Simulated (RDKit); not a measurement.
RDKit input (MMFF94):

```python
from rdkit import Chem
from rdkit.Chem import AllChem, rdDetermineBonds

mol = Chem.MolFromXYZFile('mol.xyz')
rdDetermineBonds.DetermineBonds(mol, charge=1)
print('SMILES', Chem.MolToSmiles(Chem.RemoveHs(mol)))
ff = AllChem.MMFFGetMoleculeForceField(mol, AllChem.MMFFGetMoleculeProperties(mol))
e0 = ff.CalcEnergy()
flag = ff.Minimize(maxIts=5000, forceTol=1e-5)
print(f'energy {e0:.4f} -> {ff.CalcEnergy():.4f} kcal/mol, converged: {flag == 0}')
print(Chem.MolToXYZBlock(mol))
```
mol.xyz:
```
16

C     -2.41210200     0.78899600    -0.93506300
Si    -1.36423700    -0.65311500    -0.48207700
O     -0.21556600    -0.09084900     0.78216000
Si     1.58523700    -0.23242500     0.79625900
C      2.22168100     0.95282100    -0.45773100
H     -1.81595200     1.61715200    -1.32085400
H     -3.00676800     1.14090200    -0.08957000
H     -3.11209600     0.48526800    -1.71881800
H     -2.05869100    -1.76829100     0.17527600
H     -0.38195000    -1.08773200    -1.48515600
H     -0.60339800     0.24420000     1.60461000
H      1.77950300    -1.65422700     0.48528500
H      1.84434800     0.10731800     2.20277500
H      1.87806300     0.70447400    -1.46321000
H      3.31452300     0.90493700    -0.46514500
H      1.93546800     1.97945500    -0.22425400
```

Output:

```
SMILES C[SiH2][OH+][SiH2]C
energy -55.0669 -> -82.1330 kcal/mol, converged: True
16

C     -2.679024    0.618771   -0.966926
Si    -1.132701   -0.271186   -0.489685
O     -0.251659    0.551520    0.676316
Si     1.314961   -0.024660    0.829614
C      2.513048    0.618122   -0.412441
H     -2.454551    1.595820   -1.405833
H     -3.325813    0.783353   -0.099603
H     -3.250664    0.046631   -1.704056
H     -1.495029   -1.571401    0.110262
H     -0.299049   -0.490229   -1.692231
H     -0.696533    0.414372    1.544849
H      1.292332   -1.502686    0.869032
H      1.727315    0.399093    2.181988
H      2.263538    0.288938   -1.425812
H      3.527799    0.270010   -0.195664
H      2.534092    1.712418   -0.415322
```

The dipole moment of an ion depends on the origin.

The geometry given is a B3LYP-D3(BJ)/def2-TZVP minimum.
